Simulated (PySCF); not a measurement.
Species: C4H4FNSe.
Geometry (PBE0-D3(BJ)/def2-SVP, Å), atoms numbered from 1 in this order:
```
atom  x, y, z in Å
C1    -2.232    0.614    0.373
Se2   -1.296   -0.817   -0.548
C3     0.454   -0.165   -0.292
F4     0.559    1.149   -0.198
C5     1.551   -0.945   -0.263
C6     2.863   -0.407   -0.222
N7     3.944    0.014   -0.184
H8    -1.980    0.617    1.441
H9    -3.301    0.399    0.246
H10   -1.990    1.577   -0.090
H11    1.434   -2.031   -0.281
```

Level: PBE0/def2-SVPD in PySCF, non-relativistic, on one gas-phase PBE0-D3(BJ)/def2-SVP geometry that isn't relaxed in the solvent. The solvent is an IEF-PCM continuum (cavity from Bondi-type radii × 1.2), and excitations are vertical TDDFT with non-equilibrium linear response and a frozen core. The model holds no explicit solvent molecules, cavitation or dispersion. Spin–orbit coupling is left out although an atom past zinc is present.

Gas-phase singlets (H = HOMO, L = LUMO):

```
state  E (eV)  λ (nm)      f  leading configurations
   S1   4.508     275  0.174      H→L 76%, H→L+1 18%
   S2   5.047     246  0.147      H→L+1 78%, H→L 17%
   S3   5.883     211  0.011               H→L+2 85%
   S4   6.042     205  0.017               H→L+3 91%
   S5   6.243     199  0.236               H-1→L 78%
```

**Question.** Give the list for tetrahydrofuran (ε = 7.426), n² = 1.97.

**Answer.** 
```
state  E (eV)  λ (nm)      f  leading configurations  change by rank (eV)
   S1   4.372     284  0.331                 H→L 91%               -0.136
   S2   5.059     245  0.081               H→L+1 92%               +0.012
   S3   5.793     214  0.013               H→L+2 90%               -0.090
   S4   6.116     203  0.030               H→L+3 95%               +0.074
   S5   6.217     199  0.325               H-1→L 86%               -0.026
```

**Question.** How does the list change in methanol (ε = 32.61)?

**Answer.** 
```json
{"state": "S1", "E (eV)": "4.368", "λ (nm)": "284", "f": "0.327", "leading configurations": "H→L 92%", "change by rank (eV)": "-0.140"}
{"state": "S2", "E (eV)": "5.080", "λ (nm)": "244", "f": "0.070", "leading configurations": "H→L+1 93%", "change by rank (eV)": "+0.033"}
{"state": "S3", "E (eV)": "5.767", "λ (nm)": "215", "f": "0.012", "leading configurations": "H→L+2 90%", "change by rank (eV)": "-0.116"}
{"state": "S4", "E (eV)": "6.133", "λ (nm)": "202", "f": "0.030", "leading configurations": "H→L+3 95%", "change by rank (eV)": "+0.091"}
{"state": "S5", "E (eV)": "6.225", "λ (nm)": "199", "f": "0.325", "leading configurations": "H-1→L 86%", "change by rank (eV)": "-0.018"}
```

**Question.** The ground-state energy changes by -0.332 eV from gas to methanol. By how much does the total energy of gas-phase S3 change?

**Answer.** E(S3) = E(S0) + excitation energy, so it changes by -0.332 − 0.116 = -0.448 eV: it is lowered more than the ground state, which is what a red shift means. This is the vertical state, with the slow part of the continuum still set for S0.

**Question.** How do the frontier levels move from gas to methanol?

**Answer.** 
| orbital | gas (eV) | solvent (eV) | change (eV) | Löwdin shares, gas | Löwdin shares, solvent |
| --- | --- | --- | --- | --- | --- |
| LUMO+2 | 0.12 | 0.25 | +0.13 | Se2 26 %, C5 12 %, C6 11 %, N7 11 % | N7 21 %, C6 19 %, Se2 18 %, C5 11 % |
| LUMO+1 | -0.69 | -0.29 | +0.40 | Se2 55 %, C1 12 %, C3 11 %, F4 4 % | Se2 53 %, C1 10 %, C3 10 %, N7 6 % |
| LUMO | -1.67 | -1.59 | +0.08 | C3 28 %, C5 19 %, Se2 14 %, N7 13 % | C3 29 %, C5 17 %, N7 15 %, C6 13 % |
| HOMO | -7.03 | -6.80 | +0.23 | Se2 48 %, C5 15 %, C3 11 %, N7 8 % | Se2 52 %, C5 14 %, C3 11 %, C1 8 % |
| HOMO-1 | -8.73 | -8.63 | +0.10 | Se2 23 %, C3 21 %, N7 16 %, C5 13 % | C3 22 %, Se2 20 %, C5 17 %, N7 13 % |
| HOMO-2 | -9.65 | -9.72 | -0.07 | N7 48 %, C6 37 %, C5 6 % | Se2 50 %, C1 15 %, C3 10 %, F4 9 % |
| HOMO-3 | -10.11 | -10.03 | +0.08 | Se2 48 %, C1 13 %, F4 10 %, N7 9 % | N7 45 %, C6 34 %, C5 6 %, Se2 5 % |

The HOMO–LUMO gap goes from 5.36 to 5.22 eV. Rows go by rank; for HOMO-3 and HOMO-2 the atom shares or the degeneracy differ between the runs, so the row needn't follow one orbital.

Cost: about 70 s of CPU time on one thread; the machine was shared, so the figure is rough. This is the whole response run at PBE0/def2-SVPD in methanol, SCF included.
